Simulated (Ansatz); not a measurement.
`[OH][GeH]([OH])[O][SiH3]` + H₂ → `[OH][GeH2][O][SiH3]` + H₂O  (hydrogenolysis of a Ge–O bond)

Computed with Ansatz on PBE0-D4/def2-TZVP structures; ΔE is electronic, products minus reactants. CCSD(T)/CBS is the MP2 limit (def2-TZVPP, def2-QZVPP) plus CCSD(T) − MP2 in def2-TZVPP, frozen cores. This one scheme is used for every species. DFT in def2-TZVPP. For Ge outer-core shells are correlated without core-valence functions, which leaves a few kJ/mol of doubt a bond. Scalar relativity is left out up to krypton. One conformer a species, not always the lowest.

`[OH][GeH]([OH])[O][SiH3]`:

```xyz
11

O    -1.596   -0.292    1.246
Ge   -0.684   -1.104   -0.021
O    -1.666   -1.113   -1.484
O     0.763   -0.181   -0.426
Si    1.532    1.105    0.245
H    -2.210    0.359    0.894
H    -0.301   -2.492    0.477
H    -1.174   -0.784   -2.241
H     0.640    2.295    0.290
H     1.986    0.796    1.626
H     2.709    1.410   -0.606
```

H₂:

```xyz
2

H    -0.084   -0.101    0.349
H     0.084    0.101   -0.349
```

`[OH][GeH2][O][SiH3]`:

```xyz
10

O     1.321   -1.319   -1.113
Ge    1.428    0.150   -0.131
O    -0.190    0.845    0.042
Si   -1.625    0.266    0.580
H     1.087   -1.146   -2.029
H     2.255    1.238   -0.826
H     1.941   -0.326    1.231
H    -2.349   -0.448   -0.505
H    -2.445    1.417    1.035
H    -1.425   -0.677    1.716
```

H₂O:

```xyz
3

O     0.307    0.226    0.077
H    -0.559    0.260    0.487
H     0.252   -0.486   -0.564
```

| species | B2PLYP energy (Eh) |
| --- | --- |
| `[OH][GeH]([OH])[O][SiH3]` | -2595.38297 |
| H₂ | -1.16991 |
| `[OH][GeH2][O][SiH3]` | -2520.12770 |
| H₂O | -76.41329 |

(1) Work out ΔE.

Largest T1 diagnostic among the species: 0.012.

## Answers

(1) ΔE = (-2520.12770) + (-76.41329) − (-2595.38297) − (-1.16991) = 0.01189 Eh = +0.32 eV. CCSD(T)/CBS gives +0.31 eV.

The D4 term adds +0.06 eV with B3LYP and +0.03 eV with PBE0; it sums over pairs of atoms, weighted by their polarisabilities, and B3LYP, whose exchange is more repulsive, gets the larger term. In def2-TZVPP, CCSD(T) changes the Hartree–Fock value by +0.08 eV (the triples alone add +0.03 eV) and MP2 by +0.13 eV.

B3LYP here is the variant with VWN-RPA as its local correlation; programs differ in this.
